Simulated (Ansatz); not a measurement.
One change: `[SiH3][N]([SiH3])[Cu]` becomes `[OH][Mg][N]([SiH3])[SiH3]`.

Ansatz, PBE0-D4/def2-TZVP geometries, multiplicity 1. Each molecule was computed in one conformer, which needn't be the lowest.

Scalar relativity is left out up to krypton.

```json
{"property": "HOMO–LUMO gap (ωB97M-V/def2-TZVPP) / eV", "`[SiH3][N]([SiH3])[Cu]`": "7.55"}
{"property": "HOMO energy (PBE/def2-TZVPP) / eV", "`[SiH3][N]([SiH3])[Cu]`": "-5.37"}
{"property": "HOMO energy (PBE0/def2-TZVPP) / eV", "`[SiH3][N]([SiH3])[Cu]`": "-6.58"}
{"property": "LUMO energy (ωB97M-V/def2-TZVPP) / eV", "`[SiH3][N]([SiH3])[Cu]`": "-1.27"}
{"property": "size of the dipole moment (B3LYP/def2-TZVPP) / D", "`[SiH3][N]([SiH3])[Cu]`": "4.41"}
{"property": "size of the dipole moment (ωB97M-V/def2-TZVPP) / D", "`[SiH3][N]([SiH3])[Cu]`": "4.96"}
```

Give the same properties after the change, and the shifts. (An estimate is asked.)

The calculation gave: 
```tsv
property	`[OH][Mg][N]([SiH3])[SiH3]`	shift
HOMO–LUMO gap (ωB97M-V/def2-TZVPP) / eV	9.60	2.05
HOMO energy (PBE/def2-TZVPP) / eV	-6.11	-0.74
HOMO energy (PBE0/def2-TZVPP) / eV	-7.36	-0.78
LUMO energy (ωB97M-V/def2-TZVPP) / eV	-0.02	1.25
size of the dipole moment (B3LYP/def2-TZVPP) / D	1.26	-3.15
size of the dipole moment (ωB97M-V/def2-TZVPP) / D	1.28	-3.68
```

With PBE0 the HOMO falls by 0.78 eV and the LUMO rises by 1.45 eV, so the gap widens by about 2.23 eV. PBE moves the HOMO by -0.74 eV and ωB97M-V by -0.79 eV. Dipoles are sizes alone; their direction can turn.

B3LYP here is the variant with VWN-RPA as its local correlation; programs differ in this.
